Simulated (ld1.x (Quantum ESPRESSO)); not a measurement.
Transferability test, TM potential for cadmium

cadmium, norm-conserving Troullier–Martins (Kleinman–Bylander form), made with ld1.x (Quantum ESPRESSO) 7.5 (PBE, scalar-relativistic). Core [Kr], reference 4d10 5s2 5p0. Waves: 5p (bound, empty): rc 2.35 bohr; 4d (bound): rc 1.35 bohr; 5s (bound): rc 1.80 bohr. Local part: the s channel. Core correction: a·sin(br)/r model core inside 0.85 bohr.

Energies are relative to the spin-unpolarised reference configuration 4d10 5s2 5p0; without spin polarisation the order of configurations can differ from experiment.

**Question.** Give the all-electron excitation energy and the error of the potential for: 4d10 5s1 5p0; 4d10 5s0 5p0; 4d9 5s0 5p0; 4d10 5s1 5p1; 4d8 5s0 5p0; 4d10 5s1.5 5p0; 4d10 5s0 5p2.

**Answer.**

```tsv
valence configuration	charge	ΔE all-electron (eV)	error AE − PS (meV)
4d10 5s1 5p0	+1	9.272	-5.2
4d10 5s0 5p0	+2	26.398	-34
4d9 5s0 5p0	+3	64.407	-241
4d10 5s1 5p1	0	4.666	-1.5
4d8 5s0 5p0	+4	118.470	-1050
4d10 5s1.5 5p0	+0.5	3.710	-1.3
4d10 5s0 5p2	0	9.670	-5.5
```
